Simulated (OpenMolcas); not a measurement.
Cr4+ (d2) in a complex was computed by SS-CASPT2, IPEA 0.25 Eh, imaginary shift 0.1 Eh with the d shell active (OpenMolcas, ANO-RCC-VDZP on the metal). Its lowest spin-free states, and all those of the highest spin:

```json
{"2S+1": "3", "Degeneracy": "1", "E (cm-1)": "0"}
{"2S+1": "3", "Degeneracy": "1", "E (cm-1)": "150"}
{"2S+1": "3", "Degeneracy": "1", "E (cm-1)": "1420"}
{"2S+1": "1", "Degeneracy": "1", "E (cm-1)": "10130"}
{"2S+1": "1", "Degeneracy": "1", "E (cm-1)": "10410"}
{"2S+1": "1", "Degeneracy": "1", "E (cm-1)": "10410"}
{"2S+1": "1", "Degeneracy": "1", "E (cm-1)": "11750"}
{"2S+1": "1", "Degeneracy": "1", "E (cm-1)": "11830"}
{"2S+1": "3", "Degeneracy": "1", "E (cm-1)": "20600"}
{"2S+1": "3", "Degeneracy": "1", "E (cm-1)": "21520"}
{"2S+1": "3", "Degeneracy": "1", "E (cm-1)": "22860"}
{"2S+1": "1", "Degeneracy": "1", "E (cm-1)": "24180"}
{"2S+1": "3", "Degeneracy": "1", "E (cm-1)": "29810"}
{"2S+1": "3", "Degeneracy": "1", "E (cm-1)": "31560"}
{"2S+1": "3", "Degeneracy": "1", "E (cm-1)": "33590"}
{"2S+1": "3", "Degeneracy": "1", "E (cm-1)": "44900"}
```

Question: Is the site octahedral, tetrahedral or cube-like, axial, or of lower symmetry?

Answer: The states with 2S+1 = 3 have orbital degeneracies 1, 1, 1, 1, 1, 1, 1, 1, 1, 1. No state of this spin is degenerate, so the site is of lower symmetry, with no axis of order three or more. The run had Cr4+ with 6 ligands (water) in tetragonal octahedral coordination (D2h) at 1.91 Å, the axial distance 1.986 Å. Ligand basis ANO-RCC-VDZP.

Over all roots computed the reference weight is 0.68 to 0.69; a low but even weight reflects the number of correlated electrons. Spin-orbit coupling mixes the spin-free states strongly: the lowest level takes only 69 % from its leading state, an unlabelled state of the same spin as most of the rest. The least metal-like active orbital is 81 % on the metal (Löwdin) and no ligand orbital is active, so the numbers are rough. Ligand-to-metal charge-transfer states are missing. With no ligand orbital active B as a rule stays too high, so bands that hang on it stand too high and its fall with covalency is understated. With one d shell and no ligand orbital active, 10Dq can be off by a tenth or more. No measured value stands beside these numbers; the geometry is a model, was not optimised and need not be the one that this ion takes.
